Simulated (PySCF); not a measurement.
The same groups moved round the core (phenanthrene mercapto). Gas-phase values, no solvent. One relaxed conformer stands for each flexible species; it need not be the lowest. Strings in code marks are SMILES.

The T1 excitation (TDA) from two functionals at the same geometries (PBE0-D4/def2-SVP), both in PySCF: PBE-D3(BJ)/def2-SVP and B3LYP-D3(BJ)/def2-SVP. B3LYP has the VWN-RPA correlation part, as in Gaussian. Excitations are Tamm–Dancoff values on a coarser integration grid. The basis has no diffuse functions, so Rydberg states are missing or too high.

| species | PBE-D3(BJ)/def2-SVP (eV) | B3LYP-D3(BJ)/def2-SVP (eV) |
|---|---|---|
| `Sc1cc2ccccc2c2ccccc12` (H–S–C–C torsion 128°) | 2.82 | 2.95 |
| `Sc1ccc2c(ccc3ccccc32)c1` (H–S–C–C torsion 0°) | 2.92 | 3.02 |
| `Sc1ccc2ccc3ccccc3c2c1` (H–S–C–C torsion 180°) | 2.80 | 2.94 |
| `Sc1cccc2c1ccc1ccccc12` (H–S–C–C torsion 127°) | 2.83 | 2.95 |

Over these rows, drawn at random from the members with no instability flagged (it was tested for open shells, ions and some series alone), PBE minus B3LYP-D3(BJ): mean -0.12 eV, from -0.15 eV to -0.10 eV.
